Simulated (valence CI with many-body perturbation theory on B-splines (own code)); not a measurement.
## Zr²⁷⁺: calculated level list

Computed by configuration interaction combined with many-body perturbation theory (CI+MBPT): three valence electrons over a frozen Dirac-Fock core [Ne], radial functions for each j: 11 s, 11 p, 10 d, 8 f, 5 g, 2 h, with the one-electron correlation potential Σ1 (screened to all orders), the two-electron term Σ2, the three-electron term Σ3, Breit, model QED; selected single and double excitations, second order for the rest, scaled by the run's own slope (own B-spline code, finite nucleus).

The last digits are not significant, and no measured levels were compared; by estimate large intervals hold to a few tenths of a per cent, small ones and those within an open d or f shell to about a per cent.

Levels 91 to 135 of 153, with energies above the lowest level, 3s2 3p 2P°_1/2. "Leading %" is the weight of the configuration and term that name the level; weights of strongly mixed levels are sums over their largest components and can fall short. In the jj column 3d3/2^4 stands for four electrons in 3d with j = 3/2.

```
No.  Configuration  Term     J  E (Ry)  Leading %  Second component                Leading jj
 91         3p 3d2   4D°   1/2  27.449         42   27 % 3p 3d2 2S°      3p1/2 3d3/2^2 (70 %)
 92         3p 3d2   4F°   3/2  27.610         45   28 % 3p 3d2 4D°      3p1/2 3d3/2^2 (60 %)
 93         3p 3d2   4D°   7/2  27.698         40   31 % 3p 3d2 2F°      3p1/2 3d5/2^2 (74 %)
 94         3p 3d2   4F°   5/2  27.839         38   28 % 3p 3d2 2F°  3p1/2 3d3/2 3d5/2 (43 %)
 95         3p 3d2   2H°   9/2  27.866         56   27 % 3p 3d2 2G°  3p1/2 3d3/2 3d5/2 (55 %)
 96         3p 3d2   4D°   5/2  27.907         38   18 % 3p 3d2 4F°      3p1/2 3d5/2^2 (40 %)
 97         3p 3d2   2D°   3/2  28.043         45   34 % 3p 3d2 4D°      3p1/2 3d5/2^2 (40 %)
 98         3p 3d2   2G°   7/2  28.061         62   20 % 3p 3d2 2F°  3p1/2 3d3/2 3d5/2 (56 %)
 99         3p 3d2   4G°  11/2  28.170         99                        3p3/2 3d5/2^2 (72 %)
100         3p 3d2   4P°   3/2  28.186         65   17 % 3p 3d2 4S°  3p1/2 3d3/2 3d5/2 (47 %)
101         3p 3d2   2F°   7/2  28.566         38   36 % 3p 3d2 4F°  3p3/2 3d3/2 3d5/2 (82 %)
102         3p 3d2   4F°   9/2  28.571         62   16 % 3p 3d2 4G°  3p3/2 3d3/2 3d5/2 (70 %)
103         3p 3d2   2D°   5/2  28.727         49   40 % 3p 3d2 4D°  3p3/2 3d3/2 3d5/2 (47 %)
104         3p 3d2   2P°   3/2  28.732         40   22 % 3p 3d2 4F°      3p3/2 3d3/2^2 (77 %)
105         3p 3d2   4D°   7/2  28.819         55   22 % 3p 3d2 4F°  3p3/2 3d3/2 3d5/2 (43 %)
106         3p 3d2   4D°   1/2  28.853         36   27 % 3p 3d2 4P°      3p3/2 3d3/2^2 (57 %)
107         3p 3d2   4D°   5/2  28.855         51   25 % 3p 3d2 4F°  3p3/2 3d3/2 3d5/2 (57 %)
108         3p 3d2   4D°   1/2  28.956         45   28 % 3p 3d2 2S°  3p3/2 3d3/2 3d5/2 (63 %)
109         3p 3d2   4D°   7/2  29.055         88    4 % 3p 3d2 4F°  3p3/2 3d3/2 3d5/2 (47 %)
110         3p 3d2   4D°   3/2  29.089         70   15 % 3p 3d2 2P°  3p3/2 3d3/2 3d5/2 (76 %)
111         3p 3d2   4P°   5/2  29.128         68   16 % 3p 3d2 4D°      3p3/2 3d5/2^2 (46 %)
112         3p 3d2   2G°   9/2  29.196         54   24 % 3p 3d2 2H°      3p3/2 3d5/2^2 (80 %)
113         3p 3d2   2P°   1/2  29.216         76   21 % 3p 3d2 4D°      3p1/2 3d5/2^2 (49 %)
114         3p 3d2   2H°  11/2  29.395         99                    3p3/2 3d3/2 3d5/2 (71 %)
115         3p 3d2   2F°   5/2  29.451         71   16 % 3p 3d2 4D°  3p3/2 3d3/2 3d5/2 (68 %)
116         3p 3d2   4S°   3/2  29.499         73   20 % 3p 3d2 4P°  3p3/2 3d3/2 3d5/2 (46 %)
117         3p 3d2   2F°   7/2  29.733         72   25 % 3p 3d2 2G°  3p3/2 3d3/2 3d5/2 (49 %)
118         3p 3d2   2P°   1/2  29.891         94                        3p3/2 3d5/2^2 (55 %)
119         3p 3d2   2D°   3/2  29.902         64   23 % 3p 3d2 2P°  3p3/2 3d3/2 3d5/2 (68 %)
120         3p 3d2   2F°   7/2  30.018         54   34 % 3p 3d2 2G°      3p3/2 3d3/2^2 (39 %)
121         3p 3d2   2D°   5/2  30.177         82    9 % 3p 3d2 2F°      3p3/2 3d5/2^2 (38 %)
122         3p 3d2   2G°   9/2  30.394         94                    3p3/2 3d3/2 3d5/2 (74 %)
123         3p 3d2   2F°   5/2  30.532         98                    3p3/2 3d3/2 3d5/2 (78 %)
124         3p 3d2   2P°   3/2  30.632         85                        3p3/2 3d5/2^2 (84 %)
125         3p 3d2   2G°   7/2  30.739         52   38 % 3p 3d2 2F°      3p3/2 3d5/2^2 (59 %)
126         3p 3d2   2D°   3/2  30.940         76   13 % 3p 3d2 2P°  3p3/2 3d3/2 3d5/2 (47 %)
127         3p 3d2   2D°   5/2  31.031         92                        3p3/2 3d5/2^2 (42 %)
128         3p 3d2   2P°   1/2  31.303         96                    3p3/2 3d3/2 3d5/2 (67 %)
129         3p 3d2   2P°   3/2  31.566         77   16 % 3p 3d2 2D°      3p3/2 3d5/2^2 (60 %)
130            3d3    4F   3/2  35.924         94        6 % 3d3 2D            3d3/2^3 (56 %)
131            3d3    4F   5/2  36.056         98                        3d3/2^2 3d5/2 (86 %)
132            3d3    4F   7/2  36.187         95        5 % 3d3 2G      3d3/2 3d5/2^2 (60 %)
133            3d3    4F   9/2  36.301         82       16 % 3d3 2G      3d3/2 3d5/2^2 (44 %)
134            3d3    4P   3/2  36.586         65       23 % 3d3 2P      3d3/2^2 3d5/2 (67 %)
135            3d3    4P   1/2  36.624         86       13 % 3d3 2P      3d3/2^2 3d5/2 (86 %)
```

Names give the largest LS component (configuration and term), which can be under half, so a name can repeat, a term be missing and a line seem to break the LS rules; names also repeat where a configuration has a term twice.

Where two levels of one J and parity lie close, their mixing, g and order are uncertain.
